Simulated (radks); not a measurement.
The numbers below are computed, except where a source is named.
Task: In I, configuration [Kr] 4d10 5s2 7p1 (not the ground configuration). Code: a radial shooting solver on a logarithmic mesh with Libxc functionals. Model: Dirac Kohn-Sham, LDA (Slater exchange, Perdew-Wang correlation), spin-unpolarised, spherical densities, point nucleus; open shells fill j = l - 1/2 first. Some entries of the table are withheld. Estimate them.

orbital,occ.,eigenvalue (Ry),<r^2> (bohr^2),r(max) (bohr)
1s1/2,2,-2036.601,0.001197,(1)
2s1/2,2,-305.2799,0.01945,0.1088
2p1/2,2,-284.8800,0.01447,0.08385
2p3/2,4,-269.4034,0.01578,0.08829
3s1/2,2,-58.23676,0.1394,0.3161
3p1/2,2,-49.99292,0.1343,(2)
3p3/2,4,-47.19773,0.1430,(3)
3d3/2,4,-32.56006,(4),0.2562
3d5/2,6,-31.98673,(5),0.2591
4s1/2,2,-9.19885,0.8145,0.7693
4p1/2,2,-6.49973,0.9293,0.7983
4p3/2,4,-6.00510,0.9946,0.8234
4d3/2,4,-1.83632,(6),0.9253
4d5/2,6,-1.77245,(7),0.9357
5s1/2,2,-0.99510,6.941,2.106
7p1/2,1,-0.05010,(8),19.38
7p3/2,0,-0.04881,(9),19.64

Result: 
(1) 1s1/2 r(max) (bohr): 0.01923
(2) 3p1/2 r(max) (bohr): 0.3022
(3) 3p3/2 r(max) (bohr): 0.3125
(4) 3d3/2 <r^2> (bohr^2): 0.1237
(5) 3d5/2 <r^2> (bohr^2): 0.1263
(6) 4d3/2 <r^2> (bohr^2): 1.645
(7) 4d5/2 <r^2> (bohr^2): 1.694
(8) 7p1/2 <r^2> (bohr^2): 396.2
(9) 7p3/2 <r^2> (bohr^2): 399.4
